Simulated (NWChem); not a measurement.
System: SiN$_{2}$H$_{5}$Cl; SMILES N[SiH](N)Cl

```xyz
9

Si     0.0192    -0.4086     0.3845
N     -1.4956    -0.8967    -0.2485
N      1.2168    -1.4218    -0.2949
Cl     0.1246     1.6211    -0.1063
H      0.2459    -0.4482     1.8556
H     -2.2710    -0.2469    -0.2905
H     -1.8001    -1.8601    -0.1712
H      1.2568    -1.5636    -1.2984
H      2.1332    -1.4902     0.1324
```
Atoms are numbered in this order, from 1.

Program: NWChem. All runs use the structure optimised with PBE0/def2-SVP. Ions are spin-unrestricted doublets at the neutral geometry; other ion states weren't tried.

What does the run give for PBE/def2-SVP? Quantities: vertical ionisation energy, ΔSCF (eV); −ε(HOMO) (eV).


```json
{
  "vertical ionisation energy, ΔSCF (eV)": "9.16",
  "−ε(HOMO) (eV)": "5.92"
}
```
